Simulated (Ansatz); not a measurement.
Total energies of CH5AlCl2O, SMILES `[CH3][Al-]([OH2+])([Cl])[Cl]`.

Z-matrix (Å, degrees):
```
C
Al 1 1.934
H 1 1.094 2 110.7
H 1 1.093 2 111.6 3 -119.4
H 1 1.093 2 111.6 3 119.4
O 2 1.979 1 108.6 3 180.0
Cl 2 2.138 1 118.7 3 -73.6
Cl 2 2.138 1 118.7 3 73.5
H 6 0.968 2 108.2 1 -121.8
H 6 0.968 2 108.2 1 121.8
```

Charge 0, multiplicity 1. The structure was optimised at the PBE0-D4/def2-TZVP level. It is one conformer, not always the lowest. Basis def2-TZVPP, Ansatz.

RPA on PBE orbitals: Hartree–Fock energy of these orbitals -1276.78965 Eh, correlation -1.45568 Eh (frozen core).

| functional | energy without D4 (Eh) | D4 term (kJ/mol) |
| --- | --- | --- |
| LDA (SPW92) | -1274.48845 | – |
| PBE | -1278.79145 | -23.2 |
| revPBE | -1279.18081 | -61.0 |
| r2SCAN | -1279.30453 | -5.8 |
| B97M-V | -1279.13427 | – |
| PBE0 | -1278.90203 | -20.0 |
| B3LYP | -1279.50569 | -37.5 |
| r2SCAN0 | -1279.28104 | -7.0 |
| HSE06 (plane-wave form) | -1278.87449 | -18.9 |
| BHLYP | -1279.39063 | -31.0 |
| CAM-B3LYP | -1279.43705 | -20.7 |
| LC-ωPBE | -1279.05453 | – |
| ωB97X-V | -1279.23793 | – |
| ωB97M-V | -1279.34223 | – |

Problem. Give the same for BLYP, r2SCANh, B2PLYP, PBE-QIDH. (Estimate.)

Solution. Computed: 
```csv
functional,energy without D4 (Eh),D4 term (kJ/mol)
BLYP,-1279.39978,-49.3
r2SCANh,-1279.29475,-6.3
B2PLYP,-1278.98778,–
PBE-QIDH,-1278.63977,–
```

B3LYP takes the VWN-RPA correlation (the form of Gaussian; ORCA's B3LYP/G). HSE06 is the plane-wave form, built on full-range PBE exchange. The double hybrids freeze the cores in their second-order part.

LC-ωPBE has ω = 0.4 bohr⁻¹.
